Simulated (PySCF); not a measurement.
**Two-dimensional NMR puzzle**

Compound of formula C4H10OSi3. Correlations simulated from computed shifts and the bond graph:

HSQC (one-bond C–H):
```
  δH     δC
9.67  209.3
1.99  105.8
```

HMBC (two and three bonds, from the bond graph):
```
  δH                        δC
9.67                      29.7
4.72  209.3, 105.8, 88.5, 29.7
4.19               209.3, 29.7
1.99                      88.5
```

Carbons without hydrogens: δ 88.5, 29.7.

Computational details: coordinates at the GFN2-xTB level, NMR shieldings at PBE0/pcSseg-1/GIAO, in PySCF (relativity neglected, in vacuum, a single conformation, averaged over atoms made equivalent by symmetry, fast rotation or ring inversion).

Shifts are taken against calculated references (same method and geometry level): ¹H, ¹³C vs TMS.

Exchangeable hydrogens are left out of these lists.

Work out the connectivity.

Results:

`C#C[SiH2]C([SiH3])([SiH3])C=O`.

Atom-mapped SMILES (the numbers label the heavy atoms): `[CH:1]#[C:2][SiH2:3][C:4]([SiH3:5])([SiH3:6])[CH:7]=[O:8]`; H(Xn) means a hydrogen on atom n.

1. δC 209.3 is C7, an aldehyde carbonyl carbon (δH 9.67).
2. δC 105.8 is C1, a terminal alkyne carbon (δH 1.99).
3. δC 88.5 is C2, an alkyne carbon.
4. δC 29.7 is C4, a fully substituted sp3 carbon bonded to 3 Si, α to a carbonyl.
5. HMBC from δH 9.67 reaches the proton-free carbon C4.
6. HMBC from δH 4.72 reaches the proton-free carbons C2, C4.
7. HMBC from δH 4.19 reaches the proton-free carbon C4.
8. HMBC from δH 1.99 reaches the proton-free carbon C2.

The shifts were computed for this structure.

Shifts are as computed. Against solution values, carbons near 30 ppm lie about +3 ppm off and those near 130 ppm about +5 ppm. Of 1211 compounds with measured shifts, 218 miss one by over three times the rms of a fit or turn the order of signals round; such compounds aren't used in these exercises.
